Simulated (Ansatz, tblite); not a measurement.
Isomers of Li6Al (doublet), found by a short tight-binding search and relaxed with PBE0-D4/def2-TZVP in Ansatz.

The xTB rows come from tblite. B3LYP takes the VWN-RPA correlation.

Run but left out: HF/def2-TZVPP, MP2/def2-TZVPP, CCSD/def2-TZVPP, CCSD(T)/def2-TZVPP (A: ⟨S²⟩ 1.91, where a pure state has 0.75).

A: At r2SCAN-D4/def2-TZVP the charge 0 doublet is spin-contaminated (final ⟨S²⟩ up to 0.83, 0.75 for a pure state).

Other spin states weren't relaxed.

A:

```xyz
7

Al    0.978    0.624    1.024
Li    1.589   -1.092   -0.857
Li   -0.589   -1.433    1.432
Li   -0.944    0.297   -0.864
Li    1.156    2.374   -0.909
Li   -1.179    2.005    1.539
Li   -1.012   -2.774   -1.364
```

B:

```xyz
7

Al    0.2914   -0.4426    0.3610
Li   -0.1138   -2.7193   -0.8747
Li    1.3207    0.8738    2.3815
Li    0.0978    2.1211   -0.0998
Li    1.6312   -0.1674   -1.8324
Li   -1.4350   -0.0771   -1.5652
Li   -1.7924    0.4116    1.6295
```

C:

Cartesian coordinates in Å:
```
Al 0.2264 0.1672 0.6000
Li 1.6132 -0.8951 -1.3087
Li 0.8134 2.5037 -0.3572
Li 1.5360 -1.8294 1.7273
Li -1.1367 -1.9513 0.0111
Li -2.0123 1.4047 1.0153
Li -1.0398 0.6003 -1.6878
```

Question: Estimate their order by electronic energy at CAM-B3LYP-D4/def2-TZVP, counted from the lowest.

Answer: C (0.0) < B (2.4) < A (29.0), in kJ/mol.

Question: Do the other levels pick the same lowest one?

Answer: Not GFN1-xTB. Energies above each level's lowest (kJ/mol):

```csv
level,A,B,C
GFN1-xTB,0.0,23.9,26.6
PBE-D4/def2-TZVP,37.9,2.7,0.0
r2SCAN-D4/def2-TZVP,40.1,1.0,0.0
B3LYP-D4/def2-TZVP,36.4,4.2,0.0
PBE0-D4/def2-TZVP,36.7,2.3,0.0
CAM-B3LYP-D4/def2-TZVP,29.0,2.4,0.0
```
Point groups (tolerance 0.1 Å): A Cs, B C2, C Cs. Lower isomers may exist.
